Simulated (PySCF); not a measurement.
A structure optimised at PBE0-D3(BJ)/def2-TZVP, used in a PySCF frequency run:

```
Si
H 1 1.4856
H 1 1.4861 2 109.06
H 1 1.4861 2 109.06 3 -118.74
As 1 2.3652 2 113.44 3 120.63
H 5 1.5226 1 92.13 2 -46.15
H 5 1.5226 6 92.23 1 -92.21
```

Question: Write its SMILES, formula and point group.

Answer: [SiH3][AsH2], AsH5Si, Cs

Question: What are its rotational constants (standard atomic weights)?

Answer: 48.131, 3.7394, 3.7326 GHz
